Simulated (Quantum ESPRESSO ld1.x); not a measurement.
Lu12+, 59 electrons, occupied as [Xe] 4f3 6s2 (not the ground configuration).

Calculated with ld1.x of Quantum ESPRESSO 7.5: Dirac Kohn-Sham, PBEsol, spin-unpolarised, spherical densities, point nucleus; open shells are shared between the two j in proportion to 2j + 1.

Energy parts (eV):
total: -394884
kinetic: 440712
electron-nucleus: -962494
Hartree: 134577
exchange-correlation: -7679

Orbitals (lengths in bohr, moments of r in powers of bohr; <r^-3> diverges for s and p1/2; r(max) is where P^2 peaks):
\begin{tabular}{lrrrrrr}
orbital & occ. & eigenvalue (eV) & <r^2> & r(max) & <r^-3> & <r> \\ \hline
1s1/2 & 2 & -63485.2 & 0.0005123 & 0.01213 & - & 0.01932 \\
2s1/2 & 2 & -11100.0 & 0.007872 & 0.06953 & - & 0.08129 \\
2p1/2 & 2 & -10608.0 & 0.005651 & 0.05195 & - & 0.06746 \\
2p3/2 & 4 & -9492.64 & 0.006863 & 0.05848 & 14120 & 0.07508 \\
3s1/2 & 2 & -2807.28 & 0.05159 & 0.1962 & - & 0.2122 \\
3p1/2 & 2 & -2590.41 & 0.04755 & 0.1841 & - & 0.2021 \\
3p3/2 & 4 & -2352.42 & 0.05420 & 0.1976 & 3141 & 0.2162 \\
3d3/2 & 4 & -1984.45 & 0.04238 & 0.1555 & 537.4 & 0.1900 \\
3d5/2 & 6 & -1932.67 & 0.04420 & 0.1592 & 463.8 & 0.1943 \\
4s1/2 & 2 & -829.450 & 0.2426 & 0.4405 & - & 0.4639 \\
4p1/2 & 2 & -740.134 & 0.2482 & 0.4401 & - & 0.4675 \\
4p3/2 & 4 & -680.415 & 0.2780 & 0.4663 & 795.3 & 0.4952 \\
4d3/2 & 4 & -532.847 & 0.2903 & 0.4603 & 124.1 & 0.5024 \\
4d5/2 & 6 & -521.171 & 0.3001 & 0.4682 & 105.8 & 0.5110 \\
4f5/2 & 1.28571 & -338.088 & 0.3116 & 0.4168 & 22.68 & 0.5160 \\
4f7/2 & 1.71429 & -335.539 & 0.3162 & 0.4200 & 21.92 & 0.5199 \\
5s1/2 & 2 & -308.334 & 0.9953 & 0.9104 & - & 0.9453 \\
5p1/2 & 2 & -274.700 & 1.087 & 0.9444 & - & 0.9863 \\
5p3/2 & 4 & -259.288 & 1.197 & 0.9938 & 207.3 & 1.036 \\
5d3/2 & 0 & -206.155 & 1.451 & 1.077 & 29.48 & 1.136 \\
5d5/2 & 0 & -203.388 & 1.489 & 1.092 & 25.24 & 1.151 \\
6s1/2 & 2 & -154.315 & 3.249 & 1.714 & - & 1.713 \\
6p1/2 & 0 & -140.477 & 3.608 & 1.805 & - & 1.803 \\
6p3/2 & 0 & -134.993 & 3.887 & 1.880 & 74.73 & 1.871 \\
7s1/2 & 0 & -92.7802 & 8.269 & 2.853 & - & 2.732 \\
\end{tabular}

The highest occupied level is 6s1/2 at -154.31 eV. The configuration is held as typed, so some empty levels lie below it. The density falls to 0.001 e/bohr^3 at r = 2.91 bohr. Summed over all electrons, <r^2> = 22.36 bohr^2, which gives a Langevin (diamagnetic) susceptibility term of -17.7 x 10^-6 cm^3/mol.

Run on one thread of a shared host, so times are rough (Intel(R) Xeon(R) Processor @ 2.60GHz): 0.86 s of CPU time, 0.88 s wall, 33 iterations on 2109 mesh points.
